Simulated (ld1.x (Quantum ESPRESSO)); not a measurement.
**gold (Au): variants of one PAW potential**

Base potential:

```json
{
 "Element": "Au",
 "Generator": "ld1.x (Quantum ESPRESSO) 7.5",
 "Type": "PAW",
 "Functional": "PBE",
 "Relativity": "scalar-relativistic",
 "Frozen core": "[Xe] 4f14",
 "Valence charge": "11",
 "Reference configuration": "5d10 6s1 6p0",
 "Partial waves": "6s (bound): rcut 1.95, rcutus 2.30 bohr; 6s channel at 0.55 Ry: rcut 1.95, rcutus 2.30 bohr; 6p (bound, empty): rcut 2.10, rcutus 2.60 bohr; 6p channel at 1.55 Ry: rcut 2.10, rcutus 2.60 bohr; 5d (bound): rcut 1.00, rcutus 1.35 bohr; 5d channel at 0.2 Ry: rcut 1.00, rcutus 1.35 bohr",
 "Local potential": "all-electron potential smoothed inside 1.20 bohr (lloc = -1)",
 "Core correction": "a·sin(br)/r model core, default radius (core density twice the valence density)",
 "Augmentation charge": "PSQ, inside the norm-conserving radii"
}
```

All-electron outer shells of the reference configuration (PBE, scalar-relativistic, ld1.x):

```tsv
shell	level (eV)	outermost node (bohr)	outermost maximum (bohr)
4f	-81.12	–	0.37
5p	-59.78	0.52	0.96
5d	-6.88	0.56	1.21
6s	-5.76	1.11	2.32
6p	-0.77	1.32	3.64
```

Cutoffs, loose and tight: the cutoffs (Ry, on a coarse ladder) from which the occupation-weighted sum of valence levels, in a spherical-Bessel basis at the reference potential, stays within 10 and 1 mRy of its value at 400 Ry. They do not see the model core or the augmentation charge, which bear on the density cutoff. Test errors are all-electron minus pseudo excitation energies from the reference, over the configurations 5d10 6s0 6p0; 5d9 6s0 6p0; 5d8 6s0 6p0; 5d9 6s1 6p0; 5d9 6s2 6p0; 5d10 6s0 6p1; 5d10 6s0.5 6p0. A dash means not determined; rows that change the core or the reference have their own tests.

A true bound ghost makes a file unfit for plane-wave use even where its test errors are small: the radial tests pick states by their node count and pass the ghost by.

```tsv
change	outcome	cutoff, loose	cutoff, tight	bound ghosts	largest test error (meV)
base	generated	55 Ry	100 Ry	s, p	-203
all radii but the core radius scaled by about 0.76 (s 1.74, p 1.98, d 1.02 bohr, rcut 1.48/1.60/0.76); local potential all-electron potential smoothed inside 0.90 bohr (lloc = -1)	failed: new_paw_hamiltonian: negative rho	–	–	–	–
all radii but the core radius scaled by about 0.84 (s 1.94, p 2.20, d 1.14 bohr, rcut 1.64/1.78/0.84); local potential all-electron potential smoothed inside 1.02 bohr (lloc = -1)	failed: new_paw_hamiltonian: negative rho	–	–	–	–
all radii but the core radius scaled by about 0.96 (s 2.22, p 2.50, d 1.30 bohr, rcut 1.88/2.02/0.96); local potential all-electron potential smoothed inside 1.16 bohr (lloc = -1)	generated	60 Ry	110 Ry	s, p	-203
all radii but the core radius scaled by about 1.06 (s 2.44, p 2.74, d 1.42 bohr, rcut 2.06/2.22/1.06); local potential all-electron potential smoothed inside 1.26 bohr (lloc = -1)	generated	50 Ry	90 Ry	s, p	-203
all radii but the core radius scaled by about 1.18 (s 2.72, p 3.08, d 1.60 bohr, rcut 2.32/2.48/1.18); local potential all-electron potential smoothed inside 1.42 bohr (lloc = -1)	generated	40 Ry	70 Ry	s, p	-201
all radii but the core radius scaled by about 1.26 (s 2.90, p 3.26, d 1.70 bohr, rcut 2.46/2.64/1.26); local potential all-electron potential smoothed inside 1.50 bohr (lloc = -1)	failed: new_paw_hamiltonian: negative rho	–	–	–	–
all radii but the core radius scaled by about 1.39 (s 3.18, p 3.60, d 1.88 bohr, rcut 2.70/2.92/1.38); local potential all-electron potential smoothed inside 1.66 bohr (lloc = -1)	failed: new_paw_hamiltonian: negative rho	–	–	–	–
```

Reading the sweep of the scale of all radii but the core radius (base = 1) (base included, trends over the rows without a ghost): Bound ghosts are found at 0.96, 1, 1.06, 1.18. Every judged row has one, so this setting neither creates nor removes them. The generation fails at 0.76, 0.84, 1.26, 1.39.
